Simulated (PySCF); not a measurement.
PySCF input file for C₅H₇F, SMILES C1(=CC[C@@H]1C)F, TDA-PBE0/def2-SVPD. Geometry optimised at B3LYP-D3(BJ)/def2-SVP. The structure was generated by enumeration; whether it is a known compound was not checked.

```python
import numpy as np
from pyscf import gto, scf, dft, tdscf

mol = gto.M(
    atom='''
    C    -1.92026338   -0.23874086    0.17192017
    C    -0.46009368   -0.37881905    0.58065845
    C     0.39765190   -1.48401355   -0.14750476
    C     1.28422746   -0.35622351   -0.66412527
    C     0.53815259    0.56262453   -0.04043073
    F     0.59206345    1.88704285    0.04361267
    H    -2.35440563    0.69045641    0.57433768
    H    -2.01918415   -0.21062017   -0.92546244
    H    -2.51890855   -1.08263551    0.55038607
    H    -0.37056083   -0.44003268    1.67990994
    H    -0.16476890   -2.03639662   -0.91839983
    H     0.88308915   -2.20497965    0.53087818
    H     2.17811858   -0.32814290   -1.28727065
    ''',
    basis='def2-SVPD',
    charge=0,
    spin=0,
    max_memory=1600,
    verbose=4,
)
mf = dft.RKS(mol, xc='pbe0').density_fit(auxbasis='def2-universal-jkfit')
mf.grids.level = 3
mf.conv_tol = 1e-9
mf.max_cycle = 100
mf.kernel()
mf.grids = dft.Grids(mol).set(level=1).build(with_non0tab=True)  # coarser grid for the response kernel
td = tdscf.TDA(mf)
td.singlet = True
td.nstates = 10
td.conv_tol = 1e-4
td.positive_eig_threshold = 1e-6
td.kernel(x0=td.get_init_guess(mf, 15))
td.analyze()
tt = tdscf.TDA(mf)
tt.singlet = False
tt.nstates = 4
tt.conv_tol = 1e-4
tt.positive_eig_threshold = 1e-6
tt.kernel(x0=tt.get_init_guess(mf, 9))
tt.analyze(verbose=3)
```

Log of the run:

```
PySCF version 2.14.0

[INPUT] verbose = 4
[INPUT] num. atoms = 13
[INPUT] num. electrons = 46
[INPUT] charge = 0
[INPUT] spin (= nelec alpha-beta = 2S) = 0
[INPUT] symmetry False subgroup None
[INPUT] Mole.unit = angstrom
[INPUT] Symbol           X                Y                Z      unit          X                Y                Z       unit  Magmom
[INPUT]  1 C     -1.920263380000  -0.238740860000   0.171920170000 AA   -3.628771875232  -0.451154840143   0.324882036589 Bohr   0.0
[INPUT]  2 C     -0.460093680000  -0.378819050000   0.580658450000 AA   -0.869451046843  -0.715864255268   1.097285442414 Bohr   0.0
[INPUT]  3 C      0.397651900000  -1.484013550000  -0.147504760000 AA    0.751453183913  -2.804379174644  -0.278743598470 Bohr   0.0
[INPUT]  4 C      1.284227460000  -0.356223510000  -0.664125270000 AA    2.426838181046  -0.673164873031  -1.255014872703 Bohr   0.0
[INPUT]  5 C      0.538152590000   0.562624530000  -0.040430730000 AA    1.016961008325   1.063206272662  -0.076403006716 Bohr   0.0
[INPUT]  6 F      0.592063450000   1.887042850000   0.043612670000 AA    1.118837768865   3.565994171819   0.082416001861 Bohr   0.0
[INPUT]  7 H     -2.354405630000   0.690456410000   0.574337680000 AA   -4.449181826834   1.304773515850   1.085340918218 Bohr   0.0
[INPUT]  8 H     -2.019184150000  -0.210620170000  -0.925462440000 AA   -3.815705038563  -0.398014437609  -1.748870550172 Bohr   0.0
[INPUT]  9 H     -2.518908550000  -1.082635510000   0.550386070000 AA   -4.760047292325  -2.045884606629   1.040078935076 Bohr   0.0
[INPUT] 10 H     -0.370560830000  -0.440032680000   1.679909940000 AA   -0.700258481192  -0.831541251058   3.174569700535 Bohr   0.0
[INPUT] 11 H     -0.164768900000  -2.036396620000  -0.918399830000 AA   -0.311368094846  -3.848231892790  -1.735524151547 Bohr   0.0
[INPUT] 12 H      0.883089150000  -2.204979650000   0.530878180000 AA    1.668796637075  -4.166807648739   1.003214365708 Bohr   0.0
[INPUT] 13 H      2.178118580000  -0.328142900000  -1.287270650000 AA    4.116047583027  -0.620100210721  -2.432588976691 Bohr   0.0

nuclear repulsion = 230.340466119206
number of shells = 77
number of NR pGTOs = 253
number of NR cGTOs = 179
basis = def2-SVPD
ecp = {}


[settings echo left out]
init E= -294.664873475918
  HOMO = -0.280501318581788  LUMO = -0.0415204237738935  gap/eV = 6.50300
cycle= 1 E= -293.96101015907  delta_E= 0.704  |g|= 0.441  |ddm|= 5.09
  HOMO = -0.234670339872364  LUMO = 0.0294376088959662  gap/eV = 7.18674
cycle= 2 E= -293.942664837043  delta_E= 0.0183  |g|= 0.545  |ddm|= 1.18
  HOMO = -0.256176492217572  LUMO = 0.0196616876238291  gap/eV = 7.50594
cycle= 3 E= -294.001732270617  delta_E= -0.0591  |g|= 0.0744  |ddm|= 0.64
  HOMO = -0.263402969605142  LUMO = 0.0141772631462445  gap/eV = 7.55334
cycle= 4 E= -294.002839822897  delta_E= -0.00111  |g|= 0.0366  |ddm|= 0.176
  HOMO = -0.262340354581301  LUMO = 0.0155125167285481  gap/eV = 7.56076
cycle= 5 E= -294.003162364833  delta_E= -0.000323  |g|= 0.0088  |ddm|= 0.0711
  HOMO = -0.261432454024042  LUMO = 0.0161819935585008  gap/eV = 7.55427
cycle= 6 E= -294.00317622121  delta_E= -1.39e-05  |g|= 0.00342  |ddm|= 0.0157
  HOMO = -0.261706518369352  LUMO = 0.0159807059660038  gap/eV = 7.55625
cycle= 7 E= -294.003178752915  delta_E= -2.53e-06  |g|= 0.000601  |ddm|= 0.00506
  HOMO = -0.26173637000236  LUMO = 0.0159634703791554  gap/eV = 7.55660
cycle= 8 E= -294.003178834923  delta_E= -8.2e-08  |g|= 0.000122  |ddm|= 0.00131
  HOMO = -0.261718975595719  LUMO = 0.0159764718785622  gap/eV = 7.55648
cycle= 9 E= -294.003178838206  delta_E= -3.28e-09  |g|= 3.62e-05  |ddm|= 0.000286
  HOMO = -0.261721452680198  LUMO = 0.0159749065727013  gap/eV = 7.55650
cycle= 10 E= -294.003178838563  delta_E= -3.57e-10  |g|= 5.73e-06  |ddm|= 0.000111
  HOMO = -0.261721708174393  LUMO = 0.015974700041232  gap/eV = 7.55650
Extra cycle  E= -294.003178838558  delta_E= 4.77e-12  |g|= 7.45e-06  |ddm|= 2.65e-05
converged SCF energy = -294.003178838558
tot grids = 48504
Overwritten attributes  positive_eig_threshold  of <class 'pyscf.tdscf.rks.TDA'>


******** <class 'pyscf.tdscf.rks.TDA'> for <class 'pyscf.df.df_jk.DFRKS'> ********
nstates = 10 singlet
deg_eia_thresh = 1.000e-03
wfnsym = None
conv_tol = 0.0001
eigh lindep = 1e-12
eigh level_shift = 0
eigh max_cycle = 100


Excitation energies (eV)
[6.81284928 7.23743444 7.37574654 7.71339852 7.80784413 8.04010141
 8.23887718 8.42942184 8.71683871 8.98347781]

** Singlet excitation energies and oscillator strengths **
Excited State   1:      6.81285 eV    181.99 nm  f=0.0290
      23 -> 24       -0.42842
      23 -> 25       -0.54348
      23 -> 27       -0.11367
Excited State   2:      7.23743 eV    171.31 nm  f=0.0111
      23 -> 26       -0.69658
Excited State   3:      7.37575 eV    168.10 nm  f=0.0946
      23 -> 24        0.38161
      23 -> 25       -0.21840
      23 -> 27       -0.49899
      23 -> 28        0.19787
Excited State   4:      7.71340 eV    160.74 nm  f=0.0397
      23 -> 24        0.10451
      23 -> 25       -0.18855
      23 -> 27        0.38598
      23 -> 28        0.53627
Excited State   5:      7.80784 eV    158.79 nm  f=0.1535
      23 -> 24        0.33163
      23 -> 25       -0.30048
      23 -> 27        0.26279
      23 -> 28       -0.40695
      23 -> 29       -0.15495
Excited State   6:      8.04010 eV    154.21 nm  f=0.0038
      21 -> 24        0.20368
      22 -> 24       -0.63572
      22 -> 25        0.15467
Excited State   7:      8.23888 eV    150.49 nm  f=0.0105
      21 -> 24       -0.63768
      21 -> 25        0.12838
      22 -> 24       -0.22319
Excited State   8:      8.42942 eV    147.09 nm  f=0.0123
      23 -> 29       -0.65930
Excited State   9:      8.71684 eV    142.24 nm  f=0.0098
      23 -> 30       -0.68132
Excited State  10:      8.98348 eV    138.01 nm  f=0.0005
      20 -> 24       -0.11876
      22 -> 24       -0.17371
      22 -> 25       -0.64558

** Transition electric dipole moments (AU) **
state          X           Y           Z        Dip. S.      Osc.
  1        -0.3966      0.0898      0.0901      0.1735      0.0290
  2        -0.1327      0.0369     -0.2091      0.0627      0.0111
  3         0.3616     -0.2860     -0.5577      0.5235      0.0946
  4         0.2376      0.0252     -0.3908      0.2098      0.0397
  5         0.6102     -0.6358     -0.1612      0.8025      0.1535
  6        -0.1304     -0.0035     -0.0498      0.0195      0.0038
  7        -0.0815      0.2022      0.0684      0.0522      0.0105
  8        -0.0492      0.2358     -0.0372      0.0594      0.0123
  9         0.0183      0.2092     -0.0395      0.0457      0.0098
 10        -0.0200      0.0435     -0.0077      0.0024      0.0005

** Transition velocity dipole moments (imaginary part, AU) **
state          X           Y           Z        Dip. S.      Osc.
  1        -0.0375     -0.0177      0.0090      0.0018      0.0048
  2        -0.0201      0.0138     -0.0172      0.0009      0.0022
  3         0.0110      0.0203     -0.0701      0.0054      0.0134
  4         0.0217      0.0462     -0.0464      0.0048      0.0112
  5         0.0782     -0.0230      0.0656      0.0110      0.0254
  6        -0.0143     -0.0080      0.0353      0.0015      0.0034
  7        -0.0174      0.0312     -0.0108      0.0014      0.0031
  8         0.0435      0.0043      0.0200      0.0023      0.0050
  9         0.0007      0.0411     -0.0262      0.0024      0.0049
 10         0.0050     -0.0037     -0.0135      0.0002      0.0004

** Transition magnetic dipole moments (imaginary part, AU) **
state          X           Y           Z
  1         0.0365     -0.3886     -0.3673
  2        -0.3326     -0.0139      0.3200
  3         0.2240     -0.5620      0.4261
  4         0.0266      0.1618      0.1429
  5         0.6374     -0.0978      0.4632
  6         0.1286      0.9621      0.0965
  7        -0.1709     -0.1074      0.1463
  8        -0.1823      0.0143     -0.2745
  9         0.3120     -0.1103     -0.4309
 10         0.1189     -0.8362      0.2224


******** <class 'pyscf.tdscf.rks.TDA'> for <class 'pyscf.df.df_jk.DFRKS'> ********
nstates = 4 triplet
deg_eia_thresh = 1.000e-03
wfnsym = None
conv_tol = 0.0001
eigh lindep = 1e-12
eigh level_shift = 0
eigh max_cycle = 100


Excitation energies (eV)
[4.36401249 6.70542093 7.09663991 7.36194676]

** Triplet excitation energies and oscillator strengths **
Excited State   1:      4.36401 eV    284.11 nm  f=0.0000
Excited State   2:      6.70542 eV    184.90 nm  f=0.0000
Excited State   3:      7.09664 eV    174.71 nm  f=0.0000
Excited State   4:      7.36195 eV    168.41 nm  f=0.0000
```

The calculation finished and met its thresholds.
